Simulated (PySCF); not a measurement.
**Correlation energy of Sb⁺ (antimony, charge +1)**

[Kr] 4d10 5s1 5p2 5d1, one real determinant (an excited configuration). Computed with PySCF 2.14 in aug-cc-pVTZ-PP with one added diffuse shell each of d, f type with ECP28MDF (6s5p5d3f, 67 functions), with a scalar-relativistic core potential. Frozen: 4s2 4p6 4d10; 4 electrons correlated.

| level | correlation energy (mhartree) |
| --- | --- |
| CCSD | -33.86 |
| (T) | -3.54 |
| CCSD(T) | -37.40 |

Diagnostics: T1 = 0.031, D1 = 0.0851, largest double amplitude 0.372.

The real determinant used has ⟨L²⟩ near 8 against 12 for a pure F term, so it mixes terms. The outer electron is Rydberg-like, and this basis confines it to a smaller radius and binds it less than a complete one would. T1 exceeds 0.03, a sign that the reference determinant is poor. A double-excitation amplitude exceeds 0.15, a sign of near-degeneracy.

Cost of the coupled-cluster step: about 2 core-seconds, for 4 correlated electrons.

The reference is one real determinant that mixes LS terms of this configuration.
